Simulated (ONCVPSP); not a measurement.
Configuration tests for Ne (ONCV)

```json
{"Element": "neon (Ne)", "Generator": "ONCVPSP 4.0.1", "Type": "optimised norm-conserving Vanderbilt (ONCV)", "Functional": "PBE", "Relativity": "scalar-relativistic", "Frozen core": "[He]", "Valence charge": "8", "Reference configuration": "2s2 2p6", "Partial waves": "2s: rc 0.70 bohr, ncon 4, nbas 8, qcut 11.5 1/bohr, 1 projector; 2p: rc 1.15 bohr, ncon 3, nbas 6, qcut 14.1 1/bohr, 3 projectors, debl 0.7 Ha; d scattering state at 0.1 Ha: rc 1.20 bohr, ncon 4, nbas 9, qcut 7.5 1/bohr, 2 projectors, debl 3.3 Ha", "Local potential": "polynomial inside 0.65 bohr (lpopt 5, dvloc0 4 Ha)", "Core correction": "none"}
```

Energies are relative to the spin-unpolarised reference configuration 2s2 2p6; without spin polarisation the order of configurations can differ from experiment.

```csv
valence configuration,charge,ΔE all-electron (eV),error AE − PS (meV)
2s2 2p5,+1,22.475,+14
2s2 2p4,+2,65.743,+119
2s2 2p3,+3,133.173,+468
```

Problem. What are ΔE and the potential's error for 2s1 2p6?

Solution. ΔE = 45.882 eV all-electron; the error (AE − PS) is -17 meV.

Levels in the configuration 2s1 2p6:

```csv
level,all-electron (eV),pseudo (eV)
2s,-55.856,-55.895
2p,-32.417,-32.452
```
